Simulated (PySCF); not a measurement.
In(Cl)(Me)(OH) (CH4ClInO), SMILES [CH3][In]([OH])[Cl].

The structure is a stationary point at B3LYP-D3(BJ)/def2-SVP. The structure was generated by enumeration; whether it is a known compound was not checked. The def2 effective core potentials stand for the cores of In; spin–orbit coupling is left out. Other conformers were not sampled.

All values below come from TDA-PBE/def2-SVPD (PySCF 2.14.0).

Vertical excitations. Gas-phase values at a fixed geometry. State labels are in the subgroup Cs.

| state | symmetry | energy (eV) | λ (nm) | f | main pairs |
|---|---|---|---|---|---|
| S1 | A" | 4.66 | 266 | 0.004 | HOMO→LUMO 99 % |
| S2 | A' | 4.85 | 256 | 0.038 | HOMO−1→LUMO 86 % |
| S3 | A" | 5.16 | 240 | 0.028 | HOMO−2→LUMO 96 % |
| S4 | A" | 5.22 | 237 | 0.003 | HOMO−1→LUMO+1 97 % |
| S5 | A' | 5.31 | 233 | 0.011 | HOMO→LUMO+1 50 %, HOMO−3→LUMO 39 %, HOMO−4→LUMO 8 % |
| S6 | A' | 5.84 | 212 | 0.006 | HOMO−2→LUMO+1 77 %, HOMO−4→LUMO 18 % |
| S7 | A" | 5.88 | 211 | 0.003 | HOMO−3→LUMO+1 97 % |
| S8 | A' | 6.18 | 200 | 0.220 | HOMO−3→LUMO 47 %, HOMO→LUMO+1 26 %, HOMO−1→LUMO+3 9 % |
| S9 | A" | 6.19 | 200 | 0.009 | HOMO−4→LUMO+1 97 % |
| S10 | A' | 6.56 | 189 | 0.343 | HOMO−4→LUMO 49 %, HOMO−2→LUMO+1 13 %, HOMO−1→LUMO+2 10 % |
| T1 | A" | 4.35 | 285 | 0 | HOMO→LUMO 99 % |
| T2 | A' | 4.37 | 284 | 0 | HOMO−1→LUMO 97 % |
| T3 | A' | 4.84 | 256 | 0 | HOMO→LUMO+1 59 %, HOMO−3→LUMO 39 % |
| T4 | A" | 4.85 | 256 | 0 | HOMO−2→LUMO 99 % |
Triplets are in the Tamm–Dancoff approximation.
